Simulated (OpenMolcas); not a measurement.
Ar3+: effect of the basis set

```yaml
Program: OpenMolcas
Method: "SS-RASPT2, IPEA 0.25 Eh, imaginary shift 0.1 Eh (closed shells correlated: 2s 2p)"
Active_space: 5 electrons in 9 orbitals (RAS2 3s 3p; RAS3 3d, at most 2 electrons)
State_averaging: 2S+1 = 4 odd, 1 root; 2S+1 = 2 odd, 11 roots; 2S+1 = 4 even, 3 roots; 2S+1 = 2 even, 9 roots
Spin-orbit_coupling: RASSI with atomic mean-field integrals over the reference wave functions, term energies averaged over their components
```

A. ANO-RCC-VTZP [5s4p2d1f], DKH2, point nucleus; CASPT2 step roughly 13 core-seconds
B. ANO-R2 [5s4p3d1f], X2C, finite nucleus; CASPT2 step roughly 21 core-seconds
C. ANO-RCC-VQZP [6s5p3d2f1g], DKH2, point nucleus; CASPT2 step of the order of 15 core-seconds
D. ANO-RCC [8s7p5d4f2g], DKH2, point nucleus; CASPT2 step about 40 core-seconds

Energies in cm⁻¹ above 3s² 3p³ ⁴S°_3/2, the measured ground level; measured values from Saloman, J. Phys. Chem. Ref. Data 39, 033101 (2010).

```csv
Level,A,B,C,D,Measured
3s² 3p³ ⁴S°_3/2,0.0,0.0,0.0,0.0,0.0
3s² 3p³ ²D°_3/2,22030,21920,21440,21270,21091
3s² 3p³ ²D°_5/2,22130,22030,21550,21370,21220
3s² 3p³ ²P°_1/2,36220,36170,35520,35350,34855
3s² 3p³ ²P°_3/2,36330,36280,35630,35460,35032
3s 3p⁴ ⁴P_5/2,118430,117520,118340,118140,117563
3s 3p⁴ ⁴P_3/2,119290,118390,119200,119000,118516
3s 3p⁴ ⁴P_1/2,119790,118880,119690,119490,119043
3s 3p⁴ ²D_3/2,150090,148120,149300,148090,145921
3s 3p⁴ ²D_5/2,150130,148170,149340,148130,145999
```

Deviations, from unrounded energies. A percentage is the sum of absolute deviations over the sum of measured energies, with the sign that they share, or ± where signs differ.

```
                        Against measurement  Levels     A     B     C     D
             mean absolute deviation (cm-1)       9  1700   990  1200   780
other terms of the ground configuration (%)       4  +4.0  +3.7  +1.7  +1.1
                   other configurations (%)       5  +1.7  ±0.7  +1.4  +0.9
```

D lies closest to measurement on these levels and A furthest from it. The largest miss of D in the table is 3s 3p⁴ ²D_3/2, by +2200 cm-1. The ranking rests on the paired levels alone, and a cruder setting can come out closer through cancelling errors.

Among A to D the level of the table that moves most is 3s 3p⁴ ²D_3/2, by 2000 cm-1 (lowest in D, highest in A). Moves below CASPT2's spread within the term are not significant.

CASPT2 does not keep the components of a term degenerate, so their means are used; among the terms shown or strongly mixed into the levels shown the widest spread is 52 cm-1 (3s 3p⁴ ²D, D). The run also gave levels led by 3s² 3p² 3d, which use shells meant for correlation; these and all levels above them are left out. Some terms mix strongly with configurations of 3d, whose occupation reaches 0.26 (3s 3p⁴ ²D) (figures for A; the like holds for B, C, D). Measured partners are found by configuration, term and J. A level has none where our copy of the source lacks it or the pairing is in doubt (some pairs that miss far off the trend of their configuration count as doubtful), and it then counts in no deviation. Only configurations of the active space appear. Levels that lie high or do not pair safely by name in every column are left out.

° marks odd parity.
